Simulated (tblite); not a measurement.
Compound: C5H6FNO (charge +1 and doublet state).
Numbering: `[CH3:1][NH+:2][c:3]1[cH:4][o:5][c:6]([F:7])[cH:8]1` (hydrogens: H9, H10, H11 on C1; H12 on N2; H13 on C4; H14 on C8)

Structure optimised with GFN2-xTB, isolated species. This method treats the open shell by occupation alone, without spin polarisation.

**Question.** What internal coordinates does the optimisation give?

**Answer.** 
| bond | length (Å) |
| --- | --- |
| C1–N2 | 1.425 |
| N2–C3 | 1.333 |
| C3–C4 | 1.421 |
| C4–O5 | 1.312 |
| O5–C6 | 1.357 |
| C6–F7 | 1.295 |
| C6–C8 | 1.358 |
| C3–C8 | 1.429 |
| C1–H9, C1–H10 | 1.090 |
| C1–H11 | 1.096 |
| N2–H12 | 1.014 |
| C4–H13 | 1.076 |
| C8–H14 | 1.070 |

Bonds in one row agree within 0.01 Å and their mean is given. A selection of angles:
| angle | degrees |
| --- | --- |
| C1–N2–C3 | 124.3 |
| N2–C3–C4 | 126.0 |
| N2–C3–C8 | 128.6 |
| C4–C3–C8 | 105.3 |
| C3–C4–O5 | 110.1 |
| C4–O5–C6 | 107.4 |
| O5–C6–F7 | 116.5 |
| O5–C6–C8 | 112.4 |
| F7–C6–C8 | 131.1 |
| C3–C8–C6 | 104.7 |
| H12–N2–C1 | 117.9 |
| H12–N2–C3 | 117.7 |

Torsions: C1–N2–C3–C4 180° (antiperiplanar). The mirror-image conformer, all signs reversed, is as good.

Of the pairs four or more bonds apart, C8···H9 is among the closest relative to their van der Waals radii: 2.93 Å, 101 % of the sum of Bondi's values. C3 (carbon bonded to 2 C and N) is planar (angles 128.6°, 126.0° and 105.3°, sum 360.0°, 0.00 Å off the plane of its three neighbours). C8 (carbon bonded to 2 C and H) is planar (angles 128.6°, 126.7° and 104.7°, sum 360.0°, 0.00 Å off the plane of its three neighbours). The 5-membered ring C3–C4–O5–C6–C8 has internal angles of 104.7° to 112.4°; it is planar, 0.00 Å rms from its mean plane, widest ring torsion 0°. The C–O distances run from 1.312 Å (C4–O5, aromatic) to 1.357 Å (O5–C6, aromatic), a spread of 0.045 Å. C4 (carbon bonded to C, O and H) is planar (angles 131.3°, 118.6° and 110.1°, sum 360.0°, 0.00 Å off the plane of its three neighbours). The 3 C–C bonds span 1.358 Å (C6–C8, aromatic) to 1.429 Å (C3–C8, aromatic), a spread of 0.071 Å.

Point group: near Cs, missed by 0.27 Å at most; the miss may be what the optimiser left on a soft mode. GFN2-xTB frequencies show an imaginary mode (59i cm⁻¹), so the point is no minimum at that level.

All values are computed, not measured.
